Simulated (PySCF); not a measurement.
## Tl²⁺: excitation energy

Tl²⁺ [Xe] 4f14 5d10 6s1 (2S) → Tl²⁺ [Xe] 4f14 5d10 6p1 (2P), as a difference of total energies. All numbers are calculated (PySCF 2.14, a scalar-relativistic core potential, in aug-cc-pVQZ-PP with one added diffuse shell each of s, p, d, f, g type with ECP60MDF (8s8p6d4f3g, 117 functions)). The calculations carry no spin-orbit coupling.

```tsv
method	excitation energy (eV)
UHF	8.716
LDA	9.411
PBE	9.216
r2SCAN	9.258
wB97X-V	9.165
revPBE	9.179
```

Task: Estimate what B97-3 gives.

Result: 9.220 eV, closest to PBE among the rows shown.

Task: Estimate what PBE0 gives.

Result: 9.171 eV, closest to wB97X-V among the rows shown.
